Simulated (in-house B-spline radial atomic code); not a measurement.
Sr. Computed with a B-spline radial atomic code. Model: non-relativistic spherical atom: semilocal Troullier-Martins pseudo-atom, one channel per l, against all electrons, high spin, G0W0 and RPA with empty states to l = 8, local potential for every l without a channel, a model core (radius 0 = none) keeps its share of the functional.

Without relativity these are model numbers for so heavy an element.

What the tables leave out is listed at the end.

The pseudopotential gives back the lowest level of each angular momentum of its own functional in the configuration it was made in; a second state of the same l is only approximately right. Exact exchange, RPA and GW see the smooth pseudo-orbitals and miss the exchange with the core, for which the functional's share stands in. The column with an uncorrelated core keeps all orbitals and exact exchange, and so separates missing core correlation from pseudisation. Only the three outermost levels and the lowest empty one were computed. RPA here is direct RPA, with no exchange kernel, and its energies carry an (l + 1/2)⁻⁴ tail. A hybrid on a potential with a model core restores only its own semilocal share of the core's exchange.

Command:
```bash
python run_psgw.py task.json out
```
Settings (lengths in bohr, energies in hartree):
```
Z                      38
electrons              38
configuration          [Kr] 5s2
generated_in           [Kr] 5s2
functional             pbe,pbe
core_shells            5
radius_factor          1.15
core_correction        True
ion_configuration      [Kr] 5s1
```

Run time, properties included: 82 s on 1 thread of Arm Neoverse N1 (shared host).

Given: made with PBE; model core radius 0.234 bohr; local radius 1.332 bohr; mean-field start PBE.

Valence shells of the generating configuration: 3d, 4s, 4p, 5s.

Channel: s 1.412, p 1.53, d 1.297 (radii in bohr).

Computed: largest level miss in the spin-unpolarised generating configuration 0.031 eV; valence RPA correlation energy all-electron orbitals -1.2378 hartree; valence RPA correlation energy pseudo -1.3275 hartree; all-electron RPA polarisability, core included 140.82 bohr³; pseudo-atom RPA polarisability 138.54 bohr³; ionisation by RPA all-electron 6.0537 eV; ionisation by RPA pseudo minus all 0.042 eV.

```
level  occupied  mean-field all-electron (eV)  mean-field pseudo minus all (eV)  G0W0 all-electron (eV)  G0W0 uncorrelated core minus all (eV)  G0W0 pseudo minus all (eV)  exchange self-energy all-electron (eV)  exchange self-energy pseudo (eV)
   5s         1                       -3.4788                            -0.031                 -5.6626                                 -0.002                       -0.07                                 -6.7766                             -6.65
```

Task: What is the ionisation by mean-field all-electron?

Result: 5.6181 eV.

Task: What is the ionisation by mean-field pseudo minus all?

Result: 0.044 eV.

Given: mean-field start PBE0.

Computed: valence RPA correlation energy all-electron orbitals -1.1788 hartree; valence RPA correlation energy pseudo -1.2802 hartree; all-electron RPA polarisability, core included 121.82 bohr³; pseudo-atom RPA polarisability 120.45 bohr³; ionisation by mean-field pseudo minus all 0.036 eV; ionisation by RPA pseudo minus all 0.035 eV.

| level | occupied | mean-field all-electron (eV) | mean-field pseudo minus all (eV) | G0W0 all-electron (eV) | G0W0 uncorrelated core minus all (eV) | G0W0 pseudo minus all (eV) | exchange self-energy all-electron (eV) | exchange self-energy pseudo (eV) |
| --- | --- | --- | --- | --- | --- | --- | --- | --- |
| 5s | 1 | -3.9936 | -0.029 | -5.7599 | -0.002 | -0.057 | -6.6724 | -6.5428 |
| 5p (empty) | 0 | -0.9469 | -0.016 | -0.20841 | -0.001 | -0.003 | -1.3862 | -1.3359 |

Task: What is the ionisation by RPA all-electron?

Result: 5.8598 eV.

Task: What is the ionisation by mean-field all-electron?

Result: 5.5366 eV.

Among the listed levels the largest G0W0 shift of the pseudo-atom is -0.07 eV, for 5s on the PBE start, while leaving the core uncorrelated moves that level by 0.00 eV. The rest, -0.07 eV, comes from pseudisation and the lost core exchange. Not in the tables (levels of low weight, unsolved or above zero; the highest and the empty levels are kept at any weight): on PBE the G0W0 levels 4p (pseudo minus all -0.71 eV, weights 0.08 and 0.08), 4s (pseudo minus all -1.61 eV, weights 0.01 and 0.04); on PBE0 the G0W0 levels 4p (pseudo minus all -0.41 eV, weights 0.50 and 0.56), 4s (pseudo minus all -0.92 eV, weights 0.45 and 0.51); no Hartree-Fock pseudo-atom is run with a model core.
